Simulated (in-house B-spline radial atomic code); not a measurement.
How numerical settings move a run on Ta³⁺, [Xe] 4f14 5d2. Computed with an all-electron radial atomic-structure program (B-spline basis): Dirac-Kohn-Sham PBE0, spherical fractional occupations, Fermi nucleus of rms radius 5.3507 fm.

Command:
```bash
python run_scf.py task.json out
```
Settings of the sound reference run:
```
Z                73
electrons        70
configuration    [Xe] 4f14 5d2
hamiltonian      dirac
method           pbe0
spin_polarised   False
nucleus          fermi
rms_radius       5.3507
mass_number      181
atomic_mass      180.948
speed_of_light   137.036
knot_spacing     0.22
spline_order     8
gauss_points     12
box_radius       16.22
max_iterations   70
damping          0.5
damped_steps     3
diis_vectors     10
tolerance        1e-08
start            Thomas-Fermi
```

Run time, properties included: 2.3 s on 1 thread of Intel(R) Xeon(R) Platinum 8259CL CPU @ 2.50GHz, with other jobs on the host.

It converges in 9 iterations to -15621.109940 hartree, with 5d5/2 at -27.9504 eV. The other runs change the listed settings, some to values that make no sense; their results aren't properties of the atom or ion. Radii are in bohr (the nuclear one in fm), a minus after a letter asks for a j subshell, and «unchanged» means within 1e-8 hartree. The run stops when the residual is below 10 × tolerance × max(1, Z/10), or a noise floor if that is larger, and the energy moves by less than 1e-8 × √|E| hartree; so very loose and very tight tolerances often act alike.

| changed settings | outcome |
| --- | --- |
| first_knot = 1.37e-05 | converged in 9 iterations, energy +2.16e-06 hartree from the reference |
| first_knot = 0.00137 | converged in 9 iterations, energy -4.76e-01 hartree from the reference, 5d5/2 level +9.3e-05 eV |
| damped_steps = 30 | converged in 16 iterations, energy unchanged, 5d5/2 level -8.3e-06 eV |
| spline_order = 10, box_radius = 3.24, max_iterations = 100 | converged in 9 iterations, energy +2.42e-01 hartree from the reference, 5d5/2 level +4.7e+00 eV (the program warns: 5d5/2 reaches the box edge; 5s1/2 reaches the box edge) |
| damped_steps = 8 | converged in 13 iterations, energy unchanged, 5d5/2 level -1.6e-05 eV |
| electrons = 71, configuration = [Xe] 4f14 5d2 1f1, max_iterations = 75 | stopped with error: there is no 1f shell |
| first_knot = 0.000137 | converged in 9 iterations, energy +1.92e-05 hartree from the reference, 5d5/2 level -2.9e-07 eV |
| box_radius = 0.65, first_knot = 0.00137, max_iterations = 50, diis_vectors = 0 | converged in 17 iterations, energy +1.10e+03 hartree from the reference, 5d5/2 level +2.4e+03 eV (the program warns: 5d5/2 has a positive eigenvalue: unbound, held by the box; 4s1/2 has a positive eigenvalue: unbound, held by the box) |
| first_knot = 1.37e-06 | converged in 9 iterations, energy +9.01e-07 hartree from the reference |
| gauss_points = 6, max_iterations = 60, damping = 0.8 | converged in 10 iterations, energy unchanged, 5d5/2 level -1.3e-05 eV |
| damped_steps = 1 | converged in 8 iterations, energy unchanged, 5d5/2 level -1.3e-05 eV |
| spline_order = 6, gauss_points = 6, max_iterations = 60 | converged in 9 iterations, energy +2.11e-05 hartree from the reference, 5d5/2 level -8.6e-07 eV |

(1) What happens with electrons = 79, configuration = [Xe] 4f14 5d11, max_iterations = 60?

(2) What happens with first_knot = 0.0137?

(3) What happens with spline_order = 3, max_iterations = 100, damping = 0.2?

(4) What happens with method = hf, speed_of_light = 54.75959?

Answers

(1) Stopped with error: shell 5d holds at most 10 electrons.

(2) Converged in 9 iterations, energy +6.71e+00 hartree from the reference, 5d5/2 level -1.5e-02 eV.

(3) Converged in 9 iterations, energy +5.62e-01 hartree from the reference, 5d5/2 level -9.0e-03 eV.

(4) Stopped with error: Z/c is past the critical charge.
